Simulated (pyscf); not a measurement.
Structures and frequencies: ωB97X-D3(BJ)/def2-SVP in PySCF.

Q: How much does it cost (ΔH, 298 K, ωB97M-D3(BJ)/def2-TZVP) to split H₂Ga–AsH–GaH–AsH₂ at its As–Ga bond into H₂Ga–AsH• + [HGa–AsH₂]•?

A: As–Ga to H₂Ga–AsH• + [HGa–AsH₂]•: 2.74 eV. The 7 functionals that were run give +2.66 (M06-2X) to +3.17 eV (ωB97X-D3(BJ)). The radicals are drawn with the spin at the cut bond; how far it spreads was not checked. Other isomers of H₂Ga–AsH•, [HGa–AsH₂]• were not searched in full and may lie lower. Elements up to Kr have no core potential and no relativistic terms here.
